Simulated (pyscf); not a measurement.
•O–SiH₂–SiH₃, doublet

Gas-phase minimum from PySCF at ωB97X-D3(BJ)/def2-SVP, one conformer. •O–SiH₂–SiH₃ lies 46.0 kcal/mol over its isomer •H₂Si–O–SiH₃ (electronic energy, ωB97M-D3(BJ)/def2-TZVP). 

SMILES: [O][SiH2][SiH3]
```xyz
8

O     -0.5719    -0.4734     0.6774
Si    -0.4117    -1.4775    -0.6196
Si    -1.1430     0.1689    -2.1491
H      0.9831    -1.9054    -0.9307
H     -1.3258    -2.6562    -0.6344
H     -2.5209     0.5943    -1.7843
H     -1.1430    -0.4387    -3.5138
H     -0.2035     1.3215    -2.1085
```
Charge 0, spin multiplicity 2.

Bonded distances (Å): O1–Si2 1.648, Si2–Si3 2.363, Si2–H4 1.492, Si2–H5 1.492, Si3–H6 1.487, Si3–H7 1.494, Si3–H8 1.488. Bond angles (°): O1–Si2–Si3 93.1, O1–Si2–H4 115.5, O1–Si2–H5 115.4, Si3–Si2–H4 110.7, Si3–Si2–H5 110.8, H4–Si2–H5 110.1, Si2–Si3–H6 109.1, Si2–Si3–H7 107.9, Si2–Si3–H8 109.1, H6–Si3–H7 109.9, H6–Si3–H8 110.9, H7–Si3–H8 109.9.

Properties at ωB97X-D3(BJ)/def2-SVP:

| Quantity | Result |
|---|---|
| Harmonic wavenumbers, unscaled | 106, 110, 365, 418, 478, 603, 672, 704, 850, 898, 947, 948, 1000, 2238, 2248, 2248, 2274, 2285 cm⁻¹ |
| Zero-point energy | 27.7 kcal/mol |
| Rotational symmetry number | 1 |
| Entropy of this conformer at 298 K and 1 atm, rigid rotor and harmonic oscillator, modes under 100 cm⁻¹ raised to 100 | 319.6 J/(mol K) |
| Dipole moment | 2.01 D |
| Spin expectation value S2 | 0.758 |

Single-point totals, which compare only within one level (frozen core for MP2 and CC):

```tsv
level	total energy (hartree)
ωB97X-D3(BJ)/def2-TZVP	-657.28093
PBE/def2-TZVP	-656.83023
r²SCAN/def2-TZVP	-657.12627
B3LYP-D3(BJ)/def2-TZVP	-657.27630
PBE0-D3(BJ)/def2-TZVP	-656.89051
M06-2X/def2-TZVP	-657.12785
ωB97M-D3(BJ)/def2-TZVP	-657.30737
UHF/def2-TZVPP	-655.66920
MP2/def2-TZVPP	-656.11019
CCSD/def2-TZVPP	-656.16847
CCSD(T)/def2-TZVPP	-656.18566
```

Soft torsions are taken as harmonic, which can shift the entropy by several J/(mol K). The CCSD(T) − MP2 part came from Ansatz, without density fitting, on the same reference.
